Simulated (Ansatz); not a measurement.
Consider the ligand exchange at the Si–C bond: `O[SiH](S)CCl` + H₂S → `O[SiH](S)S` + `CCl`.

Computed with Ansatz on PBE0-D4/def2-TZVP structures; ΔE is electronic, products minus reactants. CCSD(T)/CBS adds triple-zeta CCSD(T) − MP2 to the extrapolated MP2 energy (def2 sets, frozen cores). This one scheme is used for every species. DFT in def2-TZVPP. HSE06 is defined as in plane-wave codes. Each species was taken in one conformer, which may not be the lowest.

`O[SiH](S)CCl`:

```xyz
10

O     0.158   -1.201   -1.359
Si    0.531   -0.284   -0.056
S     1.259    1.660   -0.545
C    -0.987    0.012    1.012
Cl   -2.254    0.790    0.017
H    -0.494   -0.837   -1.964
H     1.549   -1.063    0.684
H     2.418    1.186   -1.033
H    -0.784    0.665    1.861
H    -1.396   -0.928    1.382
```

H₂S:

```xyz
3

S    -0.494    0.206   -0.312
H     0.498    0.809    0.360
H    -0.004   -1.014   -0.048
```

`O[SiH](S)S`:

Z-matrix (Å, degrees):
```
Si
S 1 2.136
S 1 2.133 2 109.7
O 1 1.636 2 106.5 3 -126.3
H 1 1.475 2 114.5 3 117.9
H 2 1.343 1 94.2 3 -37.4
H 3 1.344 1 94.3 2 -41.2
H 4 0.959 1 118.2 2 59.2
```

`CCl`:

Z-matrix (Å, degrees):
```
C
Cl 1 1.773
H 1 1.088 2 108.6
H 1 1.087 2 108.7 3 -120.0
H 1 1.088 2 108.7 3 120.0
```

```csv
level,ΔE (kcal/mol),difference from CCSD(T)/CBS
LDA (SPW92),-14.8,0.3
PBE-D4,-15.9,-0.8
BLYP-D4,-14.9,0.2
r2SCAN-D4,-16.0,-0.9
BHLYP-D4,-15.4,-0.3
ωB97M-V,-14.8,0.3
B2PLYP,-15.8,-0.7
PBE-QIDH,-16.1,-1.0
BLYP,-16.2,-1.1
HSE06,-16.6,-1.5
BHLYP,-16.1,-1.0
CAM-B3LYP,-15.3,-0.2
CCSD/def2-SVP,-13.2,1.9
MP2/def2-TZVPP,-15.4,-0.3
MP2/def2-QZVPP,-15.7,-0.6
CCSD/CBS(def2),-15.2,-0.1
CCSD(T)/CBS,-15.1,0
```

Largest T1 diagnostic among the species: 0.012.

The D4 term adds +1.0 kcal/mol with B3LYP and +0.6 kcal/mol with PBE0; it sums over pairs of atoms, weighted by their polarisabilities, and B3LYP, whose exchange is more repulsive, gets the larger term. In def2-TZVPP, CCSD(T) changes the Hartree–Fock value by +2.0 kcal/mol (the triples alone add +0.0 kcal/mol) and MP2 by +1.1 kcal/mol. Leaving LDA and LC-ωPBE aside and taking each functional with its dispersion term where it has one, the values, not all of them listed here, spread over 1.5 kcal/mol, from PBE-QIDH to CAM-B3LYP-D4. LDA lies +1.7 kcal/mol from PBE without D4.

B3LYP here is the variant with VWN-RPA as its local correlation; programs differ in this.
